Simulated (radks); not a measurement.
Results of a calculation; reference values are marked as such.
Problem. These are the eigenvalues of the occupied orbitals of an atom or ion with whole-number occupations (eV). Level of theory: scalar-relativistic Kohn-Sham, BLYP, spin-polarised, spherical densities, finite nucleus; Fermi nuclear charge, rms radius of each element as measured or else 0.836 A^(1/3) + 0.57 fm (a radial shooting solver on a logarithmic mesh with Libxc functionals).

1s down: -26731.45
1s up: -26731.45
2s up: -4143.335
2s down: -4142.654
2p up: -3739.246
2p down: -3738.724
3s up: -932.9034
3s down: -932.5542
3p up: -800.4094
3p down: -800.0105
3d up: -593.7093
3d down: -593.0965
4s up: -290.2293
4s down: -287.5062
4p up: -248.1712
4p down: -245.4032
4d up: -184.4838

Which element is it, and in what charge state? The configuration may be excited. Open shells, if any, are filled with parallel spins first.

Solution. Z = 48, cadmium, charge +10: Cd10+ in [Kr] 4d2. The list shows which subshells hold electrons but not how many an open one holds; the 1s level, -982.36 hartree, gives Z - s = 44.3 by -(Z - s)^2/2, which with screening and relativity narrows Z to a few neighbours, and the depths of the outer levels then fix element, charge and occupations together.
